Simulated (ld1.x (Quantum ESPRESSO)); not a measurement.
Before and after: TM potential for He (Z = 2)

ld1.x (Quantum ESPRESSO) 7.5 input, shortened:

```
&input
   title='He', zed=2., rel=1, dft='PBE', iswitch=3,
   config='[He] 2p-2'
 /
 &inputp
   pseudotype=2, tm=.true., lloc=0,
   nlcc=.false.
 /
2
2P  2  1  -2.00   0.10  0.45  0.45  0.0
1S  1  0   2.00   0.00  0.50  0.50  0.0
 &test
   configts(1)='1s2'
 /
```

Change: all radii scaled by about 1.12 (s 0.56, p 0.50 bohr).

Cutoffs: the cutoffs (Ry, on a coarse ladder) from which the occupation-weighted sum of valence levels, in a spherical-Bessel basis at the reference potential, stays within 10 and 1 mRy of its value at 400 Ry; they do not see the model core or the augmentation charge, which bear on the density cutoff. Errors are all-electron minus pseudo energies relative to the spin-unpolarised reference configuration.

Problem. Predict the effect on cutoff, ghosts and configuration errors.

Solution. The potential gets softer (180 Ry and 230 Ry → 140 Ry and 200 Ry); neither file shows a bound ghost. A larger radius leaves more room for a smooth pseudo-wave, so fewer plane waves are needed.

```json
{"quantity": "cutoff, loose", "base": "180 Ry", "changed": "140 Ry"}
{"quantity": "cutoff, tight", "base": "230 Ry", "changed": "200 Ry"}
{"quantity": "bound ghosts", "base": "none", "changed": "none"}
{"quantity": "error for 1s1, meV [ΔE 26.96 eV]", "base": "+1.4", "changed": "+3.5"}
{"quantity": "error for 1s1.5, meV [ΔE 10.55 eV]", "base": "-0.2", "changed": "+0.1"}
```
